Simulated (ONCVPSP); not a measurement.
## What one change does to a pseudopotential (Tc, ONCV)

ONCVPSP 4.0.1 input, shortened (lines: element, Z, core and valence counts, functional; n l f; lmax; l rc ep ncon nbas qcut; lloc lpopt rc5 dvloc0; l nproj debl; icmod fcfact rcfact), PBE, scalar-relativistic:

```
  Tc 43.00    6    4        4      upf
    1    0    2.00
    2    0    2.00
    2    1    6.00
    3    0    2.00
    3    1    6.00
    3    2   10.00
    4    0    2.00
    4    1    6.00
    4    2    5.00
    5    0    2.00
    2
    0    1.70    0.00    4    8    8.30
    1    1.35    0.00    3    6    5.30
    2    1.60    0.00    5    8    6.30
    4    5    1.00    0.00
    0    2    3.90
    1    2    3.20
    2    2    2.20
    1    0.25    0.00
```

Change: functional LDA (Perdew-Zunger).

Cutoffs: the cutoffs (Ha) at which the residual kinetic energy of the hardest occupied pseudo-wave falls to 1 and 0.1 mHa per electron; they do not see the model core or the augmentation charge, which bear on the density cutoff. Errors are all-electron minus pseudo energies relative to the spin-unpolarised reference configuration.

Problem. Predict the effect on cutoff, ghosts and configuration errors.

Solution. The potential gets neither clearly harder nor softer (22 Ha and 69 Ha → 23 Ha and 70 Ha); the d channel sets the loose cutoff, while the largest relative change is in p, which becomes softer; the errors of the 4 common tests hardly move; neither file shows a bound ghost.

| quantity | base | changed |
| --- | --- | --- |
| cutoff, loose | 22 Ha | 23 Ha |
| cutoff, tight | 69 Ha | 70 Ha |
| loose cutoff by channel | s 22 Ha, p 19 Ha, d 22 Ha | s 22 Ha, p 16 Ha, d 23 Ha |
| bound ghosts | none | none |
| GHOST(+) flags under 300 eV | s at 129.0 eV | s at 123.4 eV |
| error for 4s2 4p6 4d5 5s1, meV [ΔE 8.15 → 8.43 eV] | -1.8 | -1.6 |
| error for 4s2 4p6 4d5 5s0, meV [ΔE 23.01 → 23.63 eV] | -6.5 | -5.9 |
| error for 4s2 4p6 4d4 5s0, meV [ΔE 51.71 → 52.56 eV] | -5.0 | -5.1 |
| error for 4s2 4p5 4d5 5s2, meV [ΔE 51.50 → 51.56 eV] | -47 | -46 |
| s: phases at 1.73 bohr within 0.05 rad from the reference energy up to (Ha; the scan ends near 5) | 4.4 | 4.2 |
| p: phases at 1.37 bohr within 0.05 rad from the reference energy up to (Ha; the scan ends near 5) | to the end of the scan | to the end of the scan |
| d: phases at 1.62 bohr within 0.05 rad from the reference energy up to (Ha; the scan ends near 5) | to the end of the scan | to the end of the scan |
| rms error of d²Exc/dni dnj with the model core, mHa | 0.93 | 0.50 |
